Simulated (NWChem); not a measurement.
Species: H2BO3, doublet; SMILES OB([O])O

```xyz
6

O      0.1281     0.0000    -1.3869
B      0.0027     0.0000    -0.0294
O     -0.1453    -1.2320     0.5783
O      0.0369     1.2320     0.5951
H      0.2515    -1.2608     1.4672
H     -0.5162     1.2609     1.3962
```
Atoms are numbered in this order, from 1.

Computed with NWChem. Spin-unrestricted. Coordinates come from a PBE-D3(BJ)/def2-SVP, spin-unrestricted optimisation. No stability test was run on the SCF state. Fermi-contact couplings, non-relativistic, static geometry.

For level B3LYP/IGLO-III:

```yaml
A(iso) 11B atom 2 (MHz): -31.0
```

Q: Estimate the same quantities for level PBE/IGLO-III.

A: 
| Quantity | Result |
|---|---|
| A(iso) 11B atom 2 (MHz) | -28.0 |
